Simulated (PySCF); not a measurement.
Species: CF3SO2Cl.
Cartesian coordinates in Å at the PBE0-D3(BJ)/def2-SVP level; atoms count from 1:
```
atom  x, y, z in Å
O1     1.326   -0.178    1.467
S2     0.953   -0.116    0.077
O3     1.411   -1.054   -0.917
Cl4    1.302    1.802   -0.611
C5    -0.919   -0.094   -0.007
F6    -1.327   -1.294    0.340
F7    -1.383    0.804    0.829
F8    -1.303    0.180   -1.232
```

Linear response at PBE0/def2-SVPD (PySCF, frozen core in the response, non-relativistic). Isolated species at its PBE0-D3(BJ)/def2-SVP geometry, gas phase.

Static isotropic polarisability: 58.48 au (8.67 Å³), principal values 53.0, 54.8, 67.6 au.

Question: What is the polarisability at 1064 nm and at the sodium D line?

Answer: 58.90 au at 1064 nm (+0.7 %), 59.89 au at 589.3 nm (+2.4 %). The rise at 589.3 nm is 3.37 times that at 1064 nm; a pure ω² law gives 3.26. The lowest singlet lies at 223 nm, shorter than both wavelengths.

Question: What is the isotropic C6 coefficient between two such molecules, C6 = (3/π)∫α(iω)² dω?

Answer: 1630 au (Eh·bohr⁶) by a ten-point quadrature over imaginary frequencies, which is 974 eV·Å⁶ or 94 J·nm⁶/mol.

Question: Which effective excitation energy ω̄ makes London's formula C6 = (3/4)α²ω̄ exact here?

Answer: ω̄ = 4·C6/(3α²) = 0.636 Eh = 17.3 eV. A one-pole form α(ω) = α/(1 − ω²/ω̄²) fitted to the 1064 nm value gives 13.8 eV.

Question: How anisotropic is the static polarisability, by Δα² = ½[(α1 − α2)² + (α2 − α3)² + (α3 − α1)²]?

Answer: Δα = 13.8 au, or 0.24 of the isotropic value.

Question: What does −C6/R⁶ come to at R = 12 Å between centres?

Answer: -31 J/mol. This is the leading, orientation-averaged term; C8 and higher terms are left out.

Question: How many electrons N does the Slater–Kirkwood formula C6 = (3/4)·√N·α^(3/2) need to give this C6?

Answer: N = (4·C6/3)²/α³ = 23.6; the species has 82 electrons in all.
